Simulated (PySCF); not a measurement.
Simulated absorption spectrum

Compound: C6H11N.
Structure used (PBE0-D3(BJ)/def2-SVP), in Å, numbered top down from 1:
```xyz
18
C6H11N angstrom
C     -1.5197   -1.1742    0.6156
C     -1.1038    0.1310   -0.0255
C     -2.2092    1.0595   -0.4330
N      0.0983    0.4928   -0.2384
C      1.1920   -0.3219    0.1179
C      2.3990   -0.2448   -0.7838
C      2.4407    0.3998    0.5601
H     -1.1246   -1.2562    1.6409
H     -1.1356   -2.0374    0.0491
H     -2.6129   -1.2637    0.6678
H     -2.8284    1.3353    0.4375
H     -2.8831    0.5711   -1.1571
H     -1.7887    1.9677   -0.8823
H      1.0051   -1.2952    0.5915
H      2.9683   -1.1628   -0.9500
H      2.2954    0.4048   -1.6557
H      3.0395   -0.0594    1.3507
H      2.3655    1.4885    0.6039
```

Method: TDDFT CAM-B3LYP/def2-SVPD, vertical, gas phase, core orbitals frozen in the response (PySCF 2.14.0, density-fitted response routines).

Computed states:

| state | E (eV) | f |
| --- | --- | --- |
| S1 | 5.31 | 0.0028 |
| S2 | 6.79 | 0.502 |
| S3 | 7.00 | 0.0024 |
| S4 | 7.06 | 0.049 |
| S5 | 7.57 | 0.0040 |
| S6 | 7.69 | 0.044 |

Each state is given a Gaussian of 0.25 eV full width at half maximum, with ε(max) = 2.175×10⁸ f / Δν̃ (Δν̃ the width in cm⁻¹). The cross-section is σ = 3.8235×10⁻²¹ ε cm², given in Mb (10⁻¹⁸ cm²). The width is an assumption, not a result. The curve ends short of the highest state used, and states not computed would add to its high-energy end.

(1) Give the broadened spectrum and its maxima.

(2) Does any computed singlet lie in the visible range?

(3) On this curve, what absorbance would a 10⁻⁴ mol/L sample give at 193 nm over a 1 cm path?

(4) Coming from long wavelengths, where does ε first pass 100 L mol⁻¹ cm⁻¹?

## Answers

(1) 
```json
{"λ (nm)": "174.9", "σ (Mb)": "23.61"}
{"λ (nm)": "177.6", "σ (Mb)": "55.73"}
{"λ (nm)": "180.2", "σ (Mb)": "146.83"}
{"λ (nm)": "182.8", "σ (Mb)": "207.63"}
{"λ (nm)": "185.4", "σ (Mb)": "132.68"}
{"λ (nm)": "188.1", "σ (Mb)": "37.54"}
{"λ (nm)": "190.7", "σ (Mb)": "5.49"}
{"λ (nm)": "193.3", "σ (Mb)": "0.42"}
{"λ (nm)": "196.0", "σ (Mb)": "0.02"}
{"λ (nm)": "198.6", "σ (Mb)": "0.00"}
{"λ (nm)": "201.2", "σ (Mb)": "0.00"}
{"λ (nm)": "203.8", "σ (Mb)": "0.00"}
{"λ (nm)": "206.5", "σ (Mb)": "0.00"}
{"λ (nm)": "209.1", "σ (Mb)": "0.00"}
{"λ (nm)": "211.7", "σ (Mb)": "0.00"}
{"λ (nm)": "214.4", "σ (Mb)": "0.00"}
{"λ (nm)": "217.0", "σ (Mb)": "0.00"}
{"λ (nm)": "219.6", "σ (Mb)": "0.01"}
{"λ (nm)": "222.2", "σ (Mb)": "0.05"}
{"λ (nm)": "224.9", "σ (Mb)": "0.19"}
{"λ (nm)": "227.5", "σ (Mb)": "0.49"}
{"λ (nm)": "230.1", "σ (Mb)": "0.89"}
{"λ (nm)": "232.8", "σ (Mb)": "1.14"}
{"λ (nm)": "235.4", "σ (Mb)": "1.05"}
{"λ (nm)": "238.0", "σ (Mb)": "0.72"}
{"λ (nm)": "240.6", "σ (Mb)": "0.38"}
{"λ (nm)": "243.3", "σ (Mb)": "0.15"}
{"λ (nm)": "245.9", "σ (Mb)": "0.05"}
{"λ (nm)": "248.5", "σ (Mb)": "0.01"}
{"λ (nm)": "251.2", "σ (Mb)": "0.00"}
```

Maxima: 233 nm (5.31 eV), ε about 300, made up of S1 (100%); 183 nm (6.79 eV), ε about 54000, made up of S2 (100%) (ε in L mol⁻¹ cm⁻¹; maxima over ε = 5, shares over 10%).

(2) No computed singlet lies in the visible range (380 to 750 nm); the lowest, at 233 nm, stands 2.05 eV above its violet end (3.26 eV).

(3) 193 nm is 6.424 eV, where ε is about 150 L mol⁻¹ cm⁻¹, so A = ε c l ≈ 0.015 (Beer–Lambert, with the gas-phase spectrum and the assumed width).

(4) At about 241 nm (5.15 eV), 0.16 eV below S1.

Time: 54 s of wall time. Hardware: an Arm Neoverse V1 with one thread, shared host.

One conformer stands for the species.
